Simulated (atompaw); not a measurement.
**aluminium: variants of one PAW (atompaw) potential**

Base potential:

* Element: Al
* Generator: atompaw 4.2.0.5
* Type: PAW
* Functional: PBEsol
* Relativity: scalar-relativistic
* Frozen core: [Ne]
* Valence charge: 3
* Reference configuration: 3s1 3p0 (charge +2)
* Partial waves: 3s (bound): rc 2.15 bohr; 3s channel at -0.85 Ry: rc 2.15 bohr; 3p (bound, empty): rc 2.15 bohr; 3p channel at 1 Ry: rc 2.15 bohr
* Local potential: ultrasoft scheme with l = 2 at 0.5 Ry, radius 1.40 bohr
* Core correction: smooth core density matched at 2.10 bohr
* Augmentation charge: sinc compensation charge, radius 1.85 bohr; PAW radius 2.15 bohr; waves and projectors: custom rrkj gramschmidtortho

Cutoffs, loose and tight: the cutoffs (Ry, on a coarse ladder) from which the occupation-weighted sum of valence levels, in a spherical-Bessel basis at the reference potential, stays within 10 and 1 mRy of its value at 400 Ry. They see the waves, projectors and local potential, not the compensation charge or the core. A dash means not determined.

A true bound ghost makes a file unfit for plane-wave use even where its test errors are small: the radial tests pick states by their node count and pass the ghost by.

```tsv
change	outcome	cutoff, loose	cutoff, tight	bound ghosts
base	generated	6 Ry	8 Ry	none
functional LDA (PW92)	generated	6 Ry	6 Ry	none
local potential ultrasoft scheme with l = 2 at 0.5 Ry, radius 1.30 bohr	generated	6 Ry	8 Ry	none
all radii scaled by about 0.89 (s 1.92, p 1.92 bohr); local potential ultrasoft scheme with l = 2 at 0.5 Ry, radius 1.26 bohr; augmentation sinc compensation charge, radius 1.66 bohr; PAW radius 1.92 bohr; waves and projectors: custom rrkj gramschmidtortho; core correction smooth core density matched at 1.88 bohr	generated	6 Ry	10 Ry	none
core correction smooth core density matched at 1.00 bohr	generated	6 Ry	8 Ry	none
augmentation sinc compensation charge, radius 1.85 bohr; PAW radius 2.15 bohr; waves and projectors: custom polynom gramschmidtortho	generated	6 Ry	10 Ry	s
wave 3s channel at -0.85 Ry: rc 2.15 bohr becomes 3s channel at -0.85 Ry: rc 1.60 bohr	generated	6 Ry	8 Ry	none
wave 3p channel at 1 Ry: rc 2.15 bohr becomes 3p channel at -0.91 Ry: rc 2.15 bohr	generated	6 Ry	8 Ry	none
local potential troulliermartins scheme with l = 2 at 0.5 Ry, radius 1.40 bohr	generated	6 Ry	8 Ry	none
```

Problem. What comes out with this change to the base: augmentation sinc compensation charge, radius 1.85 bohr; PAW radius 2.15 bohr; waves and projectors: modrrkj vanderbiltortho?

Solution. outcome: failed: atompaw: The overlap operator has at least one negative eigenvalue!. Cause: the overlap operator built from these waves and projectors is not positive definite.
